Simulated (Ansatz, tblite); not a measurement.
(CdO)n: gap (eV) at several levels, gas phase, relaxed structures; Ansatz, xTB through tblite. Clusters are the lowest isomers that short searches found in that spin, judged at the geometry's level. Core potentials for Cd in the def2 sets, no spin–orbit coupling. The structures are stationary points that may keep the symmetry of their start. Remarks come from the PBE and PBE0 runs and from stability tests at other levels; not every state was tested.

```csv
species,state,geometry,PBE-D4/def2-SVP,PBE-D4/def2-TZVP,r2SCAN-D4/def2-TZVP,PBE0-D4/def2-SVP,PBE0-D4/def2-TZVP,remarks
(CdO)6 prism (Cd6O6),singlet,PBE0-D4/def2-SVP,1.29,1.32,1.70,3.39,3.40,–
(CdO)6 ring (Cd6O6),singlet,r2SCAN-D4/def2-SVP,2.23,2.30,2.69,4.45,4.51,–
Cd5O5 (with 2 O–O bonds),singlet,PBE0-D4/def2-SVP,1.36,1.39,1.66,2.96,2.96,restricted SCF unstable in HF
Cd6O6 (with 3 O–O bonds),singlet,PBE0-D4/def2-SVP,1.20,1.23,1.54,2.87,2.88,restricted SCF unstable in HF
```

(1) Estimate the column for GFN1-xTB.

(1) (CdO)6 prism (Cd6O6) 2.41; (CdO)6 ring (Cd6O6) 2.67; Cd5O5 (with 2 O–O bonds) 1.79; Cd6O6 (with 3 O–O bonds) 1.37.

Over the 4 species that have every level, the mean is 2.06 at GFN1-xTB, 1.52 at PBE-D4/def2-SVP, 1.56 at PBE-D4/def2-TZVP, 1.90 at r2SCAN-D4/def2-TZVP, 3.42 at PBE0-D4/def2-SVP, 3.44 at PBE0-D4/def2-TZVP. Orbital gaps grow with the share of exact exchange and aren't one observable across functionals.
